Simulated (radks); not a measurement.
The germanium ion Ge3+, [Ar] 3d10 4s1. All-electron calculation, non-relativistic Kohn-Sham, PBE, spin-polarised, spherical densities, point nucleus. Program: a radial shooting solver on a logarithmic mesh with Libxc functionals. Every spin shell is full or empty, so the densities are truly spherical. Functionals are evaluated on that one density, not self-consistently. Rank these exchange functionals by their error against the exact value of the orbitals, and give that value: LDA, PBE, PBEsol, revPBE, PW86, OPTX, SOGGA, B86b, G96, APBE, revTPSS, r2SCAN, MS2, Tao-Mo, TASK.

Answer. Exact: -76.6094 hartree. From best to worst, with 100 (|E| - |E exact|)/|E exact| (equal figures are ties): revPBE -0.06, r2SCAN +0.08, B86b +0.21, PW86 +0.24, MS2 -0.28, PBE -0.28, G96 +0.46, Tao-Mo -0.50, APBE +0.59, revTPSS -0.64, OPTX +0.93, TASK -2.43, PBEsol -2.50, SOGGA -2.53, LDA -5.71.
